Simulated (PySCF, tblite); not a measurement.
Isomers of C5H9N2P, one GFN2-xTB conformer each. Single-point energies are computed at PBE0/pcSseg-1 (PySCF, gas phase, no added dispersion term), electronic only.

```
         SMILES  GFN2-xTB relative energy (kJ/mol)
     CCCn1cpcn1                               24.1
 Cc1nn(C)c(C)p1                                0.0
   CCn1cpc(C)n1                               10.7
CNP1(=N)C=CC=C1                              125.1
```

Conformers: `[CH3:1][CH2:2][CH2:3][n:4]1[cH:5][p:6][cH:7][n:8]1` with C1–C2–C3–N4 -67°, C2–C3–N4–C5 97°; `[CH3:1][CH2:2][n:3]1[cH:4][p:5][c:6]([CH3:7])[n:8]1` with C1–C2–N3–C4 -81°; `[CH3:1][NH:2][P:3]1(=[NH:4])[CH:5]=[CH:6][CH:7]=[CH:8]1` with C1–N2–P3–N4 -47°.

**Question.** What does PBE0/pcSseg-1 give for the same structures?

**Answer.** 
| SMILES | PBE0/pcSseg-1 E (Eh) | PBE0/pcSseg-1 (kJ/mol) | GFN2-xTB (kJ/mol) | point group |
| --- | --- | --- | --- | --- |
| Cc1nn(C)c(C)p1 | -646.25565 | 0.0 | 0.0 | Cs |
| CCn1cpc(C)n1 | -646.25351 | 5.6 | 10.7 | C1 |
| CCCn1cpcn1 | -646.24803 | 20.0 | 24.1 | C1 |
| CNP1(=N)C=CC=C1 | -646.20111 | 143.2 | 125.1 | C1 |

Both levels put the same isomer lowest; measured from each level's own lowest isomer, the values differ by up to 18.1 kJ/mol (CNP1(=N)C=CC=C1: 125.1 against 143.2). As drawn, the lowest has an aromatic ring and an N–N linkage, which the highest lacks; the highest has an N–H bond and a C=C bond outside aromatic rings, which the lowest lacks. Neighbours under 10 kJ/mol apart (Cc1nn(C)c(C)p1 and CCn1cpc(C)n1) can change places with a better method, another conformer or zero-point energy.

**Question.** Which frontier levels, dipoles and rotational constants go with these structures?

**Answer.** 
| SMILES | HOMO (eV, PBE0/pcSseg-1) | LUMO (eV) | dipole (D) | A, B, C (MHz) |
| --- | --- | --- | --- | --- |
| Cc1nn(C)c(C)p1 | -6.45 | -0.24 | 2.89 | 2886, 1570, 1036 |
| CCn1cpc(C)n1 | -6.62 | -0.42 | 2.60 | 3318, 1231, 977.1 |
| CCCn1cpcn1 | -6.84 | -0.44 | 2.96 | 3739, 1130, 1005 |
| CNP1(=N)C=CC=C1 | -6.27 | -1.89 | 2.14 | 3217, 1400, 1320 |

**Question.** What happens when harmonic zero-point energies from GFN2-xTB frequencies are added?

**Answer.** 
```json
{"SMILES": "Cc1nn(C)c(C)p1", "ZPE (kJ/mol)": "356.1", "electronic (kJ/mol)": "0.0", "with ZPE (kJ/mol)": "0.0"}
{"SMILES": "CCn1cpc(C)n1", "ZPE (kJ/mol)": "357.9", "electronic (kJ/mol)": "5.6", "with ZPE (kJ/mol)": "7.4"}
{"SMILES": "CCCn1cpcn1", "ZPE (kJ/mol)": "361.3", "electronic (kJ/mol)": "20.0", "with ZPE (kJ/mol)": "25.2"}
{"SMILES": "CNP1(=N)C=CC=C1", "ZPE (kJ/mol)": "346.5", "electronic (kJ/mol)": "143.2", "with ZPE (kJ/mol)": "133.6"}
```

The zero-point energies span 14.8 kJ/mol. The order is unchanged.
